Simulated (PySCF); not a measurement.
## SnH and its ions

UHF-CCSD(T); basis Sn aug-cc-pVDZ-PP with ECP28, H aug-cc-pVDZ; scalar-relativistic core potentials; PySCF 2.14. Neutral (UHF): doublet (π ↑), Re = 1.785 Å, ωe = 1672 cm⁻¹, De = 2.53 eV.

SnH⁻ (UHF): triplet (π ↑↑), Re = 1.822 Å, ωe = 1489 cm⁻¹, De = 2.41 eV to Sn⁻ + H. The energies at the minima are -214.00012 hartree for SnH and -214.04432 for SnH⁻.

Q: Work out the adiabatic electron affinity, without and with harmonic zero-point energies (1 hartree = 27.2114 eV, 1 eV = 8065.5 cm⁻¹), and the change of the bond length.

A: At UHF-CCSD(T): 0.04420 hartree = 1.203 eV between the minima; the zero-point term (1672.0 − 1489.0)/2 cm⁻¹ = +0.011 eV makes it 1.214 eV. Re changes by +3.7 pm against the neutral. The electron enters a π orbital, which is non-bonding in a hydride.

Correlated steps freeze 4 core orbitals. Correlated levels converge slowly with the basis: in double zeta they bind strong bonds too weakly, by up to about 1 eV, and carry superposition errors of some tenths. These are scalar-relativistic numbers at best; spin–orbit coupling would shift them, the dissociation energy most. For an ion De counts to the pair picked by the measured ionisation energies or electron affinities, which need not be the lowest pair at this level. States were picked by a PBE0 search and need not be the measured ground states.
